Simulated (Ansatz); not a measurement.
```yaml
crystal:
  periodic: [true, true, true]
  atoms:
    - {symbol: C, position_ang: [-2.075963, 0.146952, 0.717033]}
    - {symbol: In, position_ang: [-0.546453, 0.332516, -0.757726]}
    - {symbol: P, position_ang: [1.935161, -0.406366, 0.172577]}
    - {symbol: Cl, position_ang: [-0.310018, -1.228590, -2.513616]}
    - {symbol: Cl, position_ang: [0.350767, 2.430066, -1.367097]}
    - {symbol: H, position_ang: [-3.032372, 0.418029, 0.269923]}
    - {symbol: H, position_ang: [-1.866274, 0.817074, 1.550089]}
    - {symbol: H, position_ang: [-2.124296, -0.883052, 1.069020]}
    - {symbol: H, position_ang: [2.616146, 0.288396, 1.193598]}
    - {symbol: H, position_ang: [2.867660, -0.245484, -0.868617]}
    - {symbol: H, position_ang: [2.251041, -1.726440, 0.555318]}
basis:
  gaussian: {orbitals: def2-SVPD}
hamiltonian: {xc: {name: r2SCAN}, dispersion: rvv10, pseudopotentials: {relativity: scalar}}
accuracy: high
output: {forces: true}
```

```sh
$ ansatz run in.yaml --threads 8 --pin off --events-out ev --progress --plain --max-ram 18278MiB
```

Output, abridged:

```
Error: YAML parse error: error: line 2 column 3: crystal: missing field `lattice` (a structure is typed as `lattice` and `atoms`, a molecule's as `atoms` in Å alone, or read from a run's directory, `checkpoint`)
 --> <input>:2:3
1 | crystal:
2 |   periodic: [true, true, true]
3 |   atoms:
4 |     - {symbol: C, position_ang: [-2.075963, 0.146952, 0.717033]}
```

(1) Something in this input is off. What?

Answers

(1) The molecule is marked periodic without a cell. The input was rejected before any iteration.
